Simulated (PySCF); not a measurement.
boric acid, BH₃O₃, SMILES OB(O)O, point group Cs.

Level: B3LYP/pcSseg-1 in PySCF (density fitting, grid level 2); geometry and Hessian at that level, cubic constants and property derivatives from steps of ±0.6 along each species' dimensionless normal coordinates, second-order vibrational perturbation theory. The parent has the commonest isotopes.

Equilibrium geometry in the parent's principal axes a, b, c (Å):

```tsv
atom	a	b	c
O1	-1.36	-0.21	0.00
B2	-0.01	-0.01	0.00
O3	0.77	-1.12	0.00
O4	0.61	1.23	0.00
H5	-1.90	0.59	0.00
H6	1.71	-0.89	0.00
H7	0.02	1.99	0.00
```

Ground-state constants (MHz). Parent: 10057.1, 9712.9, 4936.4. A species with one ²H: 10036.9, 9045.4, 4753.9.

Problem. Which position carries the label?

Solution. Moments I = 505379/B are 50.2508, 52.0318, 102.3776 and 50.3521, 55.8717, 106.3077 u Å². With M = 62.0175 u and Δm = 1.0063 u, μ = MΔm/(M + Δm) = 0.9902 u. Kraitchman's equations give |a|, |b|, |c| = 1.914, 0.552, 0.077 Å. That is H5, whose equilibrium values are 1.904, 0.588, 0.000 Å.

Internal rotors are held in one well.
